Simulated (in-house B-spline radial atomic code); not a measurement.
Atomic self-consistent-field run: Nd³⁺ (an excited or competing configuration). Computed with a B-spline radial code for spherical atoms: scalar-relativistic (X2C) B97-1, spin-polarised, spherical fractional occupations, exact exchange averaged over the configuration, Fermi nucleus of rms radius 4.9123 fm.

Command:
```bash
python run_scf.py task.json out
```
Settings (nuclear radius in fm, mass in u):
```
Z                60
configuration    [Kr] 4d10 4f4 5s2 5p5
hamiltonian      x2c
method           b97_1
spin_polarised   True
nucleus          fermi
rms_radius       4.9123
atomic_mass      141.90773
speed_of_light   137.035999084
exact_exchange   averaged over the configuration
```

Output (hartree, bohr):
```
 radial grid: 73 intervals, B-splines of order 8, outer radius 39.1892 bohr

 iter        energy (Eh)    residual
    1       -9602.937605    5.63e-01
    2       -9608.888087    7.75e-01
    3       -9620.612257    1.32e-01
    4       -9621.002026    4.08e-02
    5       -9621.034850    1.03e-02
    6       -9621.037490    1.60e-03
    7       -9621.037501    6.27e-04
    8       -9621.037512    1.71e-04
    9       -9621.037513    6.81e-06
   10       -9621.037513    3.09e-07

 total energy                     -9621.03751
 kinetic                           10378.3492
 electron-nucleus                 -23461.3497
 Hartree                            3686.1490
 exact exchange                      -46.1706
 exchange-correlation               -178.0154

 orbital      occ     eigenvalue          <r>       <r^2>       <1/r>       r_max
 1s up      1.000     -1595.7357    0.0229507 0.000726207     70.2888     0.01429
 1s down    1.000     -1595.7328    0.0229506 0.000726205     70.2889     0.01429
 2s up      1.000      -259.8131     0.100338   0.0119447     16.1472     0.08536
 2s down    1.000      -259.8108     0.100336   0.0119443     16.1473     0.08536
 2p up      3.000      -232.6185    0.0884253  0.00956026     14.4938     0.06852
 2p down    3.000      -232.6153    0.0884247  0.00956005     14.4939     0.06853
 3s up      1.000       -57.5026     0.265907    0.080929     5.77157      0.2439
 3s down    1.000       -57.4521     0.265738    0.080822     5.77585      0.2438
 3p up      3.000       -48.8582      0.26403   0.0809033     5.30073      0.2387
 3p down    3.000       -48.8052     0.263824   0.0807713     5.30495      0.2386
 3d up      5.000       -36.7144     0.241749    0.068826     4.98935       0.196
 3d down    5.000       -36.6686     0.241464   0.0686441     4.99386      0.1959
 4s up      1.000       -12.4005      0.60782    0.417125      2.3742      0.5656
 4s down    1.000       -12.2720     0.607482    0.416547     2.37409      0.5655
 4p up      3.000        -9.5447     0.643461    0.471074     2.15259      0.5902
 4p down    3.000        -9.4098     0.643071    0.470389      2.1525        0.59
 4d up      5.000        -5.4361     0.708788    0.583196     1.86997        0.62
 4d down    5.000        -5.2835     0.707591    0.581013     1.87154      0.6195
 4f up      4.000        -1.1229       1.0095     1.31517      1.3006      0.6649
 5s up      1.000        -2.5516      1.44927      2.3532     0.91982       1.316
 5s down    1.000        -2.4230      1.46765     2.41675     0.90658       1.323
 5p up      3.000        -1.8136      1.65394      3.0799    0.789309       1.475
 5p down    2.000        -1.7188      1.69021     3.22153    0.770047       1.493
```

Cost of the run: 0.58 s on 1 thread of Arm Neoverse N1, on a shared host.

One-electron X2C: radii and densities carry no picture-change correction, so inner-shell <1/r> comes out high (for 1s by about 2 % at Z = 33, 5 % at 54, 10 % at 75, 30 % at 118) and <r> low.
